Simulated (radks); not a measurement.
Question: These are the eigenvalues of the occupied orbitals of an atom or ion with whole-number occupations (eV). Method: scalar-relativistic Kohn-Sham, PBE, spin-unpolarised, spherical densities, point nucleus; computed with a radial shooting solver on a logarithmic mesh with Libxc functionals.

1s: -76470.70
2s: -17036.10
2p: -15485.82
3s: -6818.757
3p: -6360.200

Which element is it, and in what charge state? The configuration may be excited.

Answer: Z = 75, rhenium, charge +60: Re60+ in [Ne] 3s2 3p3. The list shows which subshells hold electrons but not how many an open one holds; the 1s level, -2810.2 hartree, gives Z - s = 75.0 by -(Z - s)^2/2, which with screening and relativity narrows Z to a few neighbours, and the depths of the outer levels then fix element, charge and occupations together.
